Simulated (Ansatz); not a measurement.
`C[NH][Al]([F])[F]`, relaxed with RKS PBE0-D4/def2-TZVP in the Gaussian-basis code of Ansatz from a PBE-D4/def2-SVP geometry. The force threshold is 0.005 eV/Å; the program also tests the step.

Charge 0, multiplicity 1.

Start:

```xyz
9

C     0.721    1.004    0.382
N     0.169    0.040   -0.558
Al   -0.975   -1.262   -0.211
F    -1.498   -2.285   -1.421
F    -1.540   -1.484    1.345
H     0.462    2.056    0.120
H     1.832    0.945    0.458
H     0.317    0.815    1.398
H     0.513    0.170   -1.513
```

```json
{"step": "1", "energy (eV)": "-14620.3598", "largest force (eV/Å)": "0.748", "largest move (Å)": "0.000"}
{"step": "2", "energy (eV)": "-14620.4023", "largest force (eV/Å)": "0.431", "largest move (Å)": "0.022"}
{"step": "3", "energy (eV)": "-14620.4089", "largest force (eV/Å)": "0.164", "largest move (Å)": "0.038"}
{"step": "4", "energy (eV)": "-14620.4134", "largest force (eV/Å)": "0.041", "largest move (Å)": "0.037"}
{"step": "5", "energy (eV)": "-14620.4137", "largest force (eV/Å)": "0.011", "largest move (Å)": "0.006"}
{"step": "6", "energy (eV)": "-14620.4137", "largest force (eV/Å)": "0.008", "largest move (Å)": "0.004"}
{"step": "7", "energy (eV)": "-14620.4137", "largest force (eV/Å)": "0.002", "largest move (Å)": "0.002"}
```

End:

```xyz
9

C     0.718    1.002    0.384
N     0.164    0.035   -0.546
Al   -0.966   -1.253   -0.208
F    -1.481   -2.253   -1.403
F    -1.531   -1.483    1.316
H     0.459    2.031    0.111
H     1.810    0.934    0.446
H     0.324    0.823    1.386
H     0.503    0.165   -1.486
```

Hardware: 2 threads of a server CPU on a shared host. Wall time 49 s, peak host memory 0.45 GiB.
